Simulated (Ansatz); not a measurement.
Cost and result for the atomization energy of `CB[CH2][GaH2]` (12 atoms, 11 bonds).

```xyz
12

C     1.3699   -0.8061    0.7865
B     0.3319   -0.7719   -0.3846
C    -0.1545    0.5188   -1.0402
Ga   -1.7062    1.0608    0.0949
H     0.9890   -1.3731    1.6438
H     2.2525   -1.3680    0.4533
H     1.7070    0.1732    1.1350
H    -0.1496   -1.8181   -0.7420
H    -0.5679    0.4264   -2.0457
H     0.5273    1.3702   -0.9423
H    -3.1658    0.8098   -0.4230
H    -1.4336    1.7778    1.4645
```

Charge 0, multiplicity 1. Correlated methods include outer-core shells of Ga, which these sets cover unevenly. Scalar relativity is left out up to krypton. All single points use the PBE0-D4/def2-TZVP geometry. It is one conformer, not always the lowest. Program: Ansatz. All runs use 4 threads of an Arm Neoverse V1 on a shared host. Times are those of one run each, without the atoms' runs, and a repeat can differ threefold. Electronic energies, without spin–orbit coupling; frozen cores. CCSD(T)/CBS adds CCSD(T) − MP2 in def2-TZVPP to the MP2 limit, and its time is that of the two runs behind it. T1 = 0.012. With those shells the extrapolation isn't a true limit. B3LYP takes the VWN-RPA correlation (the form of Gaussian; ORCA's B3LYP/G).

CCSD(T)/CBS is a level of theory with its own doubt, some kJ/mol a heavy atom from the limit and from the frozen cores, so smaller differences don't rank the functionals.

| level | functions | wall time |
| --- | --- | --- |
| PBE-D4/def2-TZVPP (with forces) | 253 | 2.7 s |
| PBE0-D4/def2-TZVPP | 253 | 3 s |
| B3LYP-D4/def2-TZVPP (with forces) | 253 | 4.9 s |
| r2SCAN-D4/def2-TZVPP (with forces) | 253 | 4.9 s |
| B2PLYP/def2-TZVPP | 253 | 6 s |
| ωB97X-V/def2-TZVPP | 253 | 8.5 s |
| ωB97M-V/def2-TZVPP (with forces) | 253 | 13 s |
| MP2/def2-QZVPP | 500 | 26 s |
| CCSD(T)/def2-TZVPP | 253 | 2.9 min |
| CCSD(T)/CBS(def2) | – | 3.4 min |

(1) What atomization energy does each give, and how far from CCSD(T)/CBS? (Estimate.)

Results:

(1) The calculation gave: 
```
                             level  atomization (kJ/mol)  difference from CCSD(T)/CBS  per bond
   PBE-D4/def2-TZVPP (with forces)                4162.4                         37.6       3.4
                PBE0-D4/def2-TZVPP                4139.8                         15.0       1.4
 B3LYP-D4/def2-TZVPP (with forces)                4128.5                          3.7       0.3
r2SCAN-D4/def2-TZVPP (with forces)                4153.3                         28.5       2.6
                 B2PLYP/def2-TZVPP                4089.7                        -35.1      -3.2
                ωB97X-V/def2-TZVPP                4139.1                         14.3       1.3
  ωB97M-V/def2-TZVPP (with forces)                4136.2                         11.4       1.0
                    MP2/def2-QZVPP                4118.9                         -5.9      -0.5
                CCSD(T)/def2-TZVPP                4054.4                        -70.4      -6.4
                 CCSD(T)/CBS(def2)                4124.8                          0.0       0.0
```

The D4 term adds +35.4 kJ/mol with B3LYP and +18.6 kJ/mol with PBE0; it sums over pairs of atoms, weighted by their polarisabilities, and B3LYP, whose exchange is more repulsive, gets the larger term. In def2-TZVPP, CCSD(T) changes the Hartree–Fock value by +868.3 kJ/mol (the triples alone add +41.2 kJ/mol) and MP2 by +891.6 kJ/mol; breaking electron pairs costs correlation energy, which Hartree–Fock lacks. From PBE to PBE0 (25 % exact exchange), in def2-TZVPP and without D4, the atomization energy moves by −19.3 kJ/mol: exact exchange takes away binding that semilocal exchange gives to molecules.
